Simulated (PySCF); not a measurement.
CH₅NO₂Si₂, SMILES N#CO[Si@H](O)[SiH3]. Atoms are numbered in the order given.

```xyz
11

N      2.2432    -0.8269     1.5317
C      1.8322    -0.3098     0.5749
O      1.3802     0.2541    -0.4781
Si    -0.2944     0.6419    -0.7120
O     -0.6783     1.9872     0.1627
Si    -1.5421    -1.2384    -0.0625
H     -0.3237     1.0278    -2.1382
H     -0.8381     1.8927     1.1071
H     -0.9692    -2.4720    -0.6754
H     -2.9488    -1.0416    -0.5256
H     -1.5190    -1.3388     1.4274
```

Geometry optimised at PBE0-D3(BJ)/def2-SVP. The structure was generated by enumeration; whether it is a known compound was not checked. Other conformers were not sampled.

Method: PBE/def2-TZVP in PySCF.

Gas-phase values at a fixed geometry.

| Property | Value |
|---|---|
| total energy | -824.89927 hartree |
| highest occupied level | -7.19 eV |
| lowest empty level | -1.79 eV |
| orbital gap | 5.40 eV |
| dipole moment | 4.02 D |
| quadrupole, principal values (traceless, Buckingham form, about the centre of nuclear charge) | -15.63, 4.18, 11.45 D·Å |
| mean static polarisability | 77.4 bohr³ (11.48 Å³) |
| polarisability, principal values | 65.3, 79.9, 87.1 bohr³ |
